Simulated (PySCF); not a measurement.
BeBrI (SMILES [Br][Be][I]), singlet, geometry from GFN2-xTB (such geometries of metal compounds can be far from the true shape) (core potentials on I). Base run: PBE/def2-SVP, polarisability in PySCF.

The PySCF input:
```python
from pyscf import gto, scf, dft
from pyscf.prop import polarizability

mol = gto.M(
    atom='''
Be   -0.000000   -0.000000   -0.525984
Br   -0.000000   -0.000000   -2.474230
I     0.000000    0.000000    1.673622
''',
    basis='def2-svp',
    ecp={'I': 'def2-svp'},
    charge=0,
    spin=0,
    verbose=4,
)

mf = dft.RKS(mol)
mf.xc = 'pbe'
mf.kernel()
alpha = mf.Polarizability().polarizability()[2, 2]
print('alpha_zz =', alpha)
```

Each row names what was changed in the base input (with any setting that the change needs).

| change | alpha_zz (bohr³) | basis functions |
|---|---|---|
| base | 91.61 | 67 |
| finite field (a.u.) = 0.001; conv_tol = 1e-11 | 91.61 | 67 |
| functional = hf | 76.51 | 67 |
| finite field (a.u.) = 0.005; conv_tol = 1e-11 | 91.62 | 67 |
| basis = def2-TZVPD | 104.14 | 138 |
| functional = lda,vwn | 91.17 | 67 |
| finite field (a.u.) = 0.05; conv_tol = 1e-11 | 93.06 | 67 |
| finite field (a.u.) = 0.001; conv_tol = 1e-6 | 90.96 | 67 |
| finite field (a.u.) = 0.02; conv_tol = 1e-11 | 91.86 | 67 |
| finite field (a.u.) = 2e-4; conv_tol = 1e-6 | 92.07 | 67 |
| basis = def2-TZVP | 99.29 | 117 |
| basis = def2-SVPD | 105.28 | 88 |

Finite-field rows take the second difference of the energy in a field along z; a small field with loose convergence shows SCF noise divided by the square of the field, and a large one adds hyperpolarisability.
